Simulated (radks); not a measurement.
Results of a calculation; reference values are marked as such.
Spherical jellium clusters: N electrons in a uniform positive sphere of charge N and radius rs N^(1/3), rs = 3.71 bohr. Level of theory: non-relativistic Kohn-Sham, LDA (Slater exchange, Perdew-Wang correlation), spin-polarised, spherical densities (a radial shooting solver with Libxc functionals). Levels are named by radial order and angular momentum (1s, 1p, 1d, 2s, ...), and open shells are averaged over m.

N = 29, configuration 1s2 1p6 1d10 2s2 1f(up 7, down 2). This is the lowest configuration that the search found. Occupied and some empty levels:

level    occupation  eigenvalue (eV)  <r> (bohr)
1s up             1          -5.8598       6.800
1s down           1          -5.6992       6.482
1p up             3          -5.0992       8.127
1p down           3          -4.8637       7.986
1d up             5          -4.1569       8.997
1d down           5          -3.8878       8.961
2s up             1          -3.7469       7.223
2s down           1          -3.6078       7.423
1f up             7          -3.0523       9.716
1f down           2          -2.7745       9.752
2p up             0          -2.4122       8.566
2p down           0          -2.2793       8.658
1g up             0          -1.8177       10.42
1g down           0          -1.5497       10.53
2d up             0          -1.1597       10.51
2d down           0          -1.0281       10.69

Energy (eV): total -53.4318, kinetic 59.039, external -2379.4, Hartree 1176.4, exchange-correlation -114.08, background 1204.6.
